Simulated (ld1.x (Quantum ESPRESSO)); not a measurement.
Values are calculated unless marked as measured or tabulated.
Potentials for technetium compared

Generated with ld1.x 7.5 (TM, RRKJ, ultrasoft, PAW), atompaw 4.2 or ONCVPSP 4.0.1. The cutoff is in Ry: for ld1.x and atompaw files where the sum of valence levels is converged to 10 mRy in a Bessel basis, for ONCV files where the hardest occupied wave has 1 mHa per electron of residual kinetic energy. The error is the largest all-electron minus pseudo excitation energy over each file’s own four to seven test configurations (ionisations up to +4, promotions, holes and added fractions of an electron), all of which were solved. The labels leave out finer settings (local radius, basis sizes, second energies), which also bear on the numbers. Spin-polarised tests are not counted. The rows are a selection from randomly drawn settings: files with unsolved tests, undetermined cutoffs or missed reference levels are left out.

A true bound ghost makes a file unfit for plane-wave use even where its test errors are small: the radial tests pick states by their node count and pass the ghost by.

| potential | cutoff (Ry) | largest error (meV) | bound ghosts |
| --- | --- | --- | --- |
| TM, PBE, fully relativistic, rc 2.80/1.90/2.00 (spd), local s, core correction yes, reference 4p6 4d5 5s1.5 5p0 | 45 | -1013 | none |
| TM, LDA (PZ), fully relativistic, rc 1.30/1.90/1.55/1.65 (spdf), local smoothed, core correction no, reference 4s2 4p6 4d5 5s0 5p0 | 90 | +2898 | none |

Question: Fill in the row for Tc: TM, Wu–Cohen, scalar-relativistic, rc 1.95/1.80/1.90 (spd), local s, core correction yes, reference 4p6 4d5 5s1 5p0.

Answer: cutoff 45 Ry, largest error -687 meV, bound ghosts: none.

Question: Fill in the row for Tc: TM, PBE, scalar-relativistic, rc 2.00/2.95/1.85 (spd), local s, core correction no, reference 4d6 5s1 5p0.

Answer: cutoff 45 Ry, largest error -263 meV, bound ghosts: none.

Question: Fill in the row for Tc: TM, PBEsol, scalar-relativistic, rc 2.55/2.60/1.80/2.35 (spdf), local d, core correction no, reference 4d5 5s1 5p0.

Answer: cutoff 45 Ry, largest error -113 meV, bound ghosts: s, p.
